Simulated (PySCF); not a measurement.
**Correlation energy of Ba⁻ (barium, charge -1)**

[Xe] 5d1 6s2, 2D determinant. All numbers are calculated (PySCF 2.14, a scalar-relativistic core potential, in def2-TZVPPD with the def2 core potential (46 electrons)). Frozen: nothing; 11 electrons correlated.

```json
{"level": "CCSD", "correlation energy (mhartree)": "-185.68"}
{"level": "(T)", "correlation energy (mhartree)": "-7.83"}
{"level": "CCSD(T)", "correlation energy (mhartree)": "-193.51"}
```

Diagnostics: T1 = 0.032, D1 = 0.1234, largest double amplitude 0.120.

Spin-orbit coupling, absent here, splits the open shell strongly. The configuration of this anion was assumed by filling the next shell in order. It is not the known or likely ground configuration (Ca⁻, Sr⁻ and Ba⁻, for instance, bind a p electron), so these values are not the electron affinity of the element. T1 exceeds 0.03, a sign that the reference determinant is poor.

Cost of the coupled-cluster step: about 2.7 core-seconds, for 11 correlated electrons.

The basis has no tight functions for the innermost shells, so their pair energies are far from complete.

This basis was not built for core-valence correlation, so the inner-shell part is incomplete.
